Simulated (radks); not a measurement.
Neutral manganese, [Ar] 3d5 4s2. Method: non-relativistic Kohn-Sham, r2SCAN, spin-polarised, spherical densities, point nucleus; meta-GGA in the generalised Kohn-Sham scheme; computed with a radial shooting solver on a logarithmic mesh with Libxc functionals. Every spin shell is full or empty, so the densities are truly spherical. Functionals are evaluated on that one density, not self-consistently. Rank these orbital-free kinetic functionals by their error against the exact value of the orbitals, and give that value: Thomas-Fermi, von Weizsacker, TF + vW, TF + vW/9, TF + vW/5, LC94, APBEK, revAPBEK, Perdew 92, Thakkar, Pearson, LKT, PG1, Ernzerhof.

Answer. Exact: 1150.06 hartree. From best to worst, with 100 (|E| - |E exact|)/|E exact| (equal figures are ties): LC94 +0.01, APBEK +0.11, Ernzerhof -0.29, Thakkar -0.36, revAPBEK +0.39, Perdew 92 -0.73, TF + vW/9 -0.74, Pearson -1.31, TF + vW/5 +3.95, Thomas-Fermi -6.60, PG1 +20.33, LKT +25.49, TF + vW +46.15, von Weizsacker -47.25.
